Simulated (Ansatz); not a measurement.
The molecule LaO+, closed-shell singlet (lowest of 2S+1 = 1, 3 at CCSD(T)/def2-TZVPP on PBE0 minima; our sources give no spin for the ground state, which may be another). No spin–orbit coupling.

The constants come from a fifth-degree fit in 1/R (seven points, main isotopes). In def2 and cc sets the state is the lowest found near the PBE0 minimum, followed along R. The singlet is held restricted. HF and MP2 rows in def2 and cc sets belong to the determinant that coupled cluster picked by its CCSD energy.

Programs: Ansatz (a program for electronic structure). Values without a source in brackets are computed. In def2 rows elements past Kr take small-core potentials, without spin–orbit coupling.

Energies at HF/def2-QZVPP:

```csv
R (Å),E (hartree)
1.720689,-105.87501209
1.766944,-105.88097295
1.809499,-105.88257921
1.857604,-105.88067698
1.905709,-105.87551025
1.961215,-105.86626693
2.025972,-105.85200322
```

**Question.** With a reduced mass of 14.3433 u, find the minimum, the force constant and the constants.

**Answer.** A fifth-degree polynomial in 1/R puts the minimum at r_e = 1.8090 Å with force constant 749 N/m. Then ω_e = (1/2πc)√(k/μ) = 941 cm⁻¹ and B_e = h/(8π²cμr_e²) = 0.3592 cm⁻¹; the cubic and quartic terms give α_e = 0.0012 and ω_e x_e = 1.7 cm⁻¹.
